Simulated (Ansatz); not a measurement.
OZr, singlet, at a GFN2-xTB geometry (such geometries of metal compounds can be far from the true shape) (core potentials on Zr), atoms displaced at random by about 0.03 Å a coordinate; HF/def2-SVP, gradient in Ansatz (an electronic-structure program).

Input for Ansatz:
Ansatz 0.2 input:
```yaml
crystal:
  periodic: [false, false, false]
  atoms:
    - {symbol: Zr, position_ang: [0.02588839, -0.01718042, -0.29134400]}
    - {symbol: O, position_ang: [0.00391914, 0.04371030, 1.48650163]}
basis:
  gaussian:
    orbitals: def2-SVP
hamiltonian:
  xc: hf
output: {forces: true}
```

Output, abridged:

```
Functional definition: HF
456 factors; integrals over basis functions are off by at most 8.6e-4 eV
mean field evaluation 1: about -3291.0421 eV, gradient 6.1e1 eV
mean field evaluation 2: about -3291.0482 eV, gradient 6.1e1 eV
mean field evaluation 4: about -3299.9178 eV, gradient 3.9e0 eV
mean field evaluation 8: about -3299.9943 eV, gradient 1.3e-1 eV
mean field evaluation 16: about -3298.2511 eV, gradient 3.9e-1 eV
mean field -3299.99441880 eV, -121.2725580743 hartree, gradient 2.8e-5 eV, S^2 0.000000; 1 other end points of the search recorded, 0 dependent functions left out
the calculation of the forces begins
reference -3299.99441880 eV, -121.2725580743 hartree; 10, 10 occupied and 35, 35 virtual orbitals, 456 factors
Total energy: -3299.99441880 eV, -121.2725580743 hartree
Atom 0 at     0.025888    -0.017180    -0.291344 Å, force    -0.053982     0.149618     4.368434 eV/Å
Atom 1 at     0.003919     0.043710     1.486502 Å, force     0.053982    -0.149618    -4.368434 eV/Å
Dipole moment:     0.009781    -0.027109    -0.791509 e Å
```
